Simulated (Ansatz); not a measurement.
H₈PSi₃, doublet, at a GFN2-xTB geometry; PBE0/def2-SVP in Ansatz (a first-principles code).

Input for Ansatz:
Ansatz 0.2 input:
```yaml
crystal:
  periodic: [false, false, false]
  atoms:
    - {symbol: Si, position_ang: [-0.53553481, 1.95659748, -0.18433632]}
    - {symbol: P, position_ang: [-0.18297106, -0.03455366, 0.70585406]}
    - {symbol: Si, position_ang: [1.95119675, -0.44171437, 0.23864680]}
    - {symbol: Si, position_ang: [-1.28042654, -1.37952794, -0.68048368]}
    - {symbol: H, position_ang: [-1.97115061, 2.23838223, -0.07004645]}
    - {symbol: H, position_ang: [0.19729997, 2.93848098, 0.62251224]}
    - {symbol: H, position_ang: [2.24448884, -1.78709677, 0.72598334]}
    - {symbol: H, position_ang: [2.72504487, 0.56655955, 0.95728692]}
    - {symbol: H, position_ang: [2.22169908, -0.35381557, -1.19799027]}
    - {symbol: H, position_ang: [-2.68284589, -0.97943007, -0.60603474]}
    - {symbol: H, position_ang: [-0.79563989, -1.25598825, -2.05686705]}
    - {symbol: H, position_ang: [-1.08762608, -2.74375946, -0.19623004]}
basis:
  gaussian:
    orbitals: def2-SVP
hamiltonian:
  xc: pbe0
magnetization: {spin_polarized: true, initial_magnetization: 1}
accuracy: high
```

The log (banner, timings and long lists left out):

```
Functional definition: PBE0
2435 factors; integrals over basis functions are off by at most 1.1e-8 eV
mean field evaluation 1: about -33026.2133 eV, gradient 7.7e0 eV
mean field evaluation 2: about -33026.6820 eV, gradient 2.2e0 eV
mean field evaluation 4: about -33026.7205 eV, gradient 7.3e-1 eV
mean field evaluation 8: about -33026.9340 eV, gradient 2.7e-2 eV
mean field evaluation 16: about -33026.9340 eV, gradient 1.4e-4 eV
mean field -33026.93399494 eV, -1213.7174378542 hartree, gradient 1.8e-8 eV, S^2 0.753421; 0 other end points of the search recorded, 0 dependent functions left out
reference -33026.93399815 eV, -1213.7174379723 hartree; 33, 32 occupied and 79, 80 virtual orbitals, 2435 factors
Total energy: -33026.93399815 eV, -1213.7174379723 hartree
```
